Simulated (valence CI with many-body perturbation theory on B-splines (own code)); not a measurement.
# E1 line list for Ti XVII

Calculated by valence CI with perturbative core correlation (CI+MBPT): four valence electrons over a frozen Dirac-Fock core [He], radial functions for each j: 11 s, 11 p, 9 d, 7 f, 5 g, 2 h, 1 i, with the one-electron correlation potential Σ1, the two-electron term Σ2, the three-electron term Σ3, Breit, model QED; selected CI, second order for the rest (own B-spline code, finite nucleus).

No measured levels were compared; by estimate levels of excited configurations hold to 0.05 to 0.15 % of their energy, terms of the ground configuration to about 0.5 %.

Lines 1 to 50 of 238 in falling wavelength, among levels below 53.828 Ry, chosen from the strongest by gf and those to the six lowest levels. Wavelengths and rates use the calculated energies, so an error of 400 cm⁻¹ moves a line at 84.57 nm by 0.34 % and its rate by three times that or more. Electric multipoles are in the length gauge, E1 and E2 with the static RPA response of the core. Weak lines are less certain than strong ones. Lines between different terms over intervals too small for the method are left out, as are lines whose strength nearly cancels. Where a level lies close to another of its J and parity, the split of strength between their lines is uncertain. The highest levels of a list are the least certain.

Names give the largest LS component (configuration and term), which can be under half, so a name can repeat, a term be missing and a line seem to break the LS rules; names also repeat where a configuration has a term twice. Letters in brackets count levels of one name in rising energy.

```csv
λ vac (nm),Upper,Lower,A (s⁻¹),log gf,Branch %
84.57,2s 2p2 3p 1D°_2,2s 2p2 3s 1D_2,2.56e+08,-0.86,0.0
75.27,2s 2p2 3p 1F°_3,2s 2p2 3s 1D_2,5.74e+08,-0.47,0.0
74.46,2s 2p2 3d 5P_3,2s 2p2 3p 5S°_2,2.08e+08,-0.92,0.0
73.25,2s 2p2 3p 3D°_3,2s 2p2 3s 3P_2,5.94e+08,-0.48,0.0
72.99,2s2 2p 3p 3D_1,2s2 2p 3s 3P°_1,4.34e+08,-0.98,1.8
72.14,2s 2p2 3p 3D°_2,2s 2p2 3s 3P_1 [a],5.93e+08,-0.64,0.0
71.12,2s 2p2 3p 3D°_1 [a],2s 2p2 3s 3P_0 [a],3.98e+08,-1.04,0.0
71.01,2s2 2p 3p 3P_1,2s2 2p 3s 1P°_1,4.94e+08,-0.95,0.6
70.33,2s 2p2 3d 5P_2,2s 2p2 3p 5S°_2,3.37e+08,-0.90,0.0
68.09,2s 2p2 3p 5D°_2,2s 2p2 3s 5P_2,3.22e+08,-0.95,7.8
67.69,2s 2p2 3p 3P°_1,2s 2p2 3s 3P_2,5.35e+08,-0.96,0.0
66.89,2s 2p2 3d 5F_5,2s 2p2 3p 5D°_4,8.47e+08,-0.20,99.6
66.62,2s 2p2 3p 5P°_2,2s 2p2 3s 5P_3,3.06e+08,-0.99,0.2
66.15,2s 2p2 3p 3F°_2,2s 2p2 3s 3D_1,5.46e+08,-0.75,0.0
65.54,2s 2p2 3p 5D°_1,2s 2p2 3s 5P_1,7.60e+08,-0.83,0.1
65.43,2s 2p2 3p 3P°_2,2s 2p2 3s 3P_2,8.35e+08,-0.57,0.0
65.20,2s 2p2 3d 5F_4,2s 2p2 3p 5D°_3,8.86e+08,-0.29,2.2
63.39,2s 2p2 3d 5F_3,2s 2p2 3p 5D°_2,8.74e+08,-0.43,0.3
62.99,2s 2p2 3d 5D_2,2s 2p2 3p 5P°_2,4.40e+08,-0.88,0.0
62.37,2s 2p2 3d 5D_4,2s 2p2 3p 5P°_3,7.08e+08,-0.43,32.6
61.72,2s2 2p 3p 3D_3,2s2 2p 3s 3P°_2,1.12e+09,-0.35,4.2
61.71,2s 2p2 3p 3F°_3,2s 2p2 3s 3D_2,1.12e+09,-0.35,1.0
61.70,2s 2p2 3d 5F_1,2s 2p2 3p 5D°_0,5.74e+08,-1.01,1.0
61.66,2s 2p2 3d 5D_3,2s 2p2 3p 5P°_2,7.07e+08,-0.55,0.0
61.31,2s 2p2 3d 5D_4,2s 2p2 3p 5D°_4,3.88e+08,-0.71,17.9
60.63,2s 2p2 3p 5D°_4,2s 2p2 3s 5P_3,1.37e+09,-0.17,66.8
60.50,2s 2p2 3d 5F_2,2s 2p2 3p 5D°_1,5.82e+08,-0.80,0.4
60.28,2s2 2p 3d 3F°_4,2s2 2p 3p 3D_3,1.07e+09,-0.28,97.4
60.10,2s 2p2 3p 5D°_3,2s 2p2 3s 5P_2,1.27e+09,-0.32,27.9
59.63,2s 2p2 3p 5P°_3,2s 2p2 3s 5P_3,1.18e+09,-0.36,0.5
59.27,2s 2p2 3p 5D°_2,2s 2p2 3s 5P_1,9.68e+08,-0.59,23.3
59.21,2s 2p2 3p 3F°_4,2s 2p2 3s 3D_3,1.51e+09,-0.15,25.2
58.83,2s2 2p 3p 3D_2,2s2 2p 3s 3P°_1,1.17e+09,-0.52,3.7
58.66,2s2 2p 3d 3F°_3,2s2 2p 3p 3D_2,1.13e+09,-0.39,0.1
58.50,2s 2p2 3d 5D_3,2s 2p2 3p 5D°_3,2.80e+08,-1.00,0.0
58.30,2s 2p2 3p 1D°_2,2s 2p2 3s 3D_1,4.67e+08,-0.92,0.0
58.12,2s2 2p 3d 3D°_3,2s2 2p 3p 3P_2,7.61e+08,-0.57,0.0
57.62,2s 2p2 3p 5P°_1,2s 2p2 3s 5P_2,1.03e+09,-0.81,0.2
57.17,2s2 2p 3d 3D°_1,2s2 2p 3p 3P_0,6.05e+08,-1.05,0.0
57.15,2s2 2p 3p 1P_1,2s2 2p 3s 3P°_0,9.11e+08,-0.87,1.6
57.10,2s 2p2 3p 5P°_2,2s 2p2 3s 5P_2,6.68e+08,-0.79,0.5
56.67,2s2 2p 3p 3S_1,2s2 2p 3s 3P°_2,1.38e+09,-0.70,1.2
56.44,2s2 2p 3d 3D°_2,2s2 2p 3p 3P_1,8.98e+08,-0.67,0.0
55.92,2s 2p2 3d 5P_3,2s 2p2 3p 5P°_3,8.45e+08,-0.56,0.0
55.91,2s2 2p 3d 1D°_2,2s2 2p 3p 1P_1,1.14e+09,-0.57,0.0
55.16,2s 2p2 3p 3D°_1 [b],2s 2p2 3s 3D_1,7.74e+08,-0.98,0.1
55.14,2s 2p2 3d 3F_2,2s 2p2 3p 3D°_1 [a],1.06e+09,-0.62,0.0
55.04,2s 2p2 3d 3F_3,2s 2p2 3p 3D°_2,1.36e+09,-0.36,0.0
54.99,2s2 2p 3d 3P°_2,2s2 2p 3p 3P_2,5.42e+08,-0.91,0.0
54.96,2s2 2p 3d 3F°_2,2s2 2p 3p 3D_1,1.12e+09,-0.60,0.1
```

(1) How does gf follow from A for the line at 72.14 nm?

## Answers

(1) gf = 1.4992 × (2J+1)_upper × A / σ², with σ = 138626 cm⁻¹ and 2J+1 = 5: gf = 0.231.
